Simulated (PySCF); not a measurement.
2-chloroprop-1-ene (C₃H₅Cl), SMILES C=C(C)Cl.

Coordinates come from a PBE-D3(BJ)/def2-SVP optimisation.

Two levels are set side by side: TDA-PBE/def2-SVPD (PySCF) and TDA-PBE0/def2-SVPD (PySCF). Vertical, same geometry. The lowest singlet is HOMO→LUMO+1 98 % with PBE and HOMO→LUMO+1 66 %, HOMO→LUMO+2 32 % with the other functional; states are paired by order. Differences are taken from unrounded values.

| quantity | TDA-PBE0 |
|---|---|
| lowest singlet excitation (eV) | 6.47 |
| lowest triplet excitation (TDA) (eV) | 4.01 |
| first bright state (f over 0.05) (eV) | 6.96 |
| its oscillator strength | 0.34 |

What does TDA-PBE give, and how far is it from TDA-PBE0? (An estimate is asked for; the answer gives what the named calculation found.)


| quantity | TDA-PBE | TDA-PBE minus TDA-PBE0 |
|---|---|---|
| lowest singlet excitation (eV) | 6.05 | -0.42 |
| lowest triplet excitation (TDA) (eV) | 4.10 | 0.09 |
| first bright state (f over 0.05) (eV) | 6.47 | -0.49 |
| its oscillator strength | 0.23 | -0.12 |

Functionals without exact exchange tend to place singlet excitations lower, as here. Differences between two approximate levels are no errors against the true value.

Rough cost on one machine, each run with all the roots and properties that it gave: TDA-PBE0 against TDA-PBE about 2 times.
